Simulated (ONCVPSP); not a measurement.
**Which change was made? (Cs, ONCV)**

* Element: caesium
* Generator: ONCVPSP 4.0.1
* Type: optimised norm-conserving Vanderbilt (ONCV)
* Functional: PBE
* Relativity: fully relativistic
* Frozen core: [Kr] 4d10
* Valence charge: 9
* Reference configuration: 5s2 5p6 5d0.5 6s0.5
* Partial waves: 5s+6s: rc 3.25 bohr, ncon 3, nbas 8, qcut 4.2 1/bohr, 3 projectors, debl 3.4 Ha; 5p: rc 3.00 bohr, ncon 5, nbas 9, qcut 4.8 1/bohr, 2 projectors, debl 3.8 Ha; 5d: rc 3.95 bohr, ncon 3, nbas 6, qcut 2 1/bohr, 1 projector
* Local potential: polynomial inside 1.95 bohr (lpopt 5, dvloc0 1 Ha)
* Core correction: Teter function, fcfact 4.75, rcfact 1.7

Open shells are filled in proportion to 2j + 1.

Cutoffs, loose and tight: the cutoffs (Ha) at which the residual kinetic energy of the hardest occupied pseudo-wave falls to 1 and 0.1 mHa per electron. They do not see the model core or the augmentation charge, which bear on the density cutoff. Test errors are all-electron minus pseudo excitation energies from the reference, over the configurations 5s2 5p6 5d0 6s1; 5s2 5p6 5d0 6s0; 5s2 5p6 5d0 6s0.5; 5s2 5p6 5d1 6s0; variants that change the core or the reference have their own tests.

The base gives: outcome: generated; cutoff, loose: 6.3 Ha; cutoff, tight: 8.8 Ha; bound ghosts: none; GHOST(+) flags above zero: s, d5/2, d3/2; largest test error (meV): -1.3.

**Question.** After one change the result is: outcome: generated; cutoff, loose: 8.1 Ha; cutoff, tight: 10 Ha; bound ghosts: none; GHOST(+) flags above zero: s, d5/2, d3/2; largest test error (meV): -1.3. Which change was it?
A. p: rc 4.36
B. p: rc 2.12
C. p: rc 2.64
D. p: rc 3.56

**Answer.** C. The others give: p: rc 3.56 → outcome: generated; cutoff, loose: 4.1 Ha; cutoff, tight: 8.8 Ha; bound ghosts: none; GHOST(+) flags above zero: s, d5/2, d3/2; largest test error (meV): -1.1 | p: rc 2.12 → outcome: generated; cutoff, loose: 10 Ha; cutoff, tight: 32 Ha; bound ghosts: none; GHOST(+) flags above zero: s, d5/2, d3/2; largest test error (meV): -1.1 | p: rc 4.36 → outcome: generated; cutoff, loose: 4.2 Ha; cutoff, tight: 8.8 Ha; bound ghosts: none; GHOST(+) flags above zero: s, p3/2, d5/2, p1/2, d3/2; largest test error (meV): -6.8.
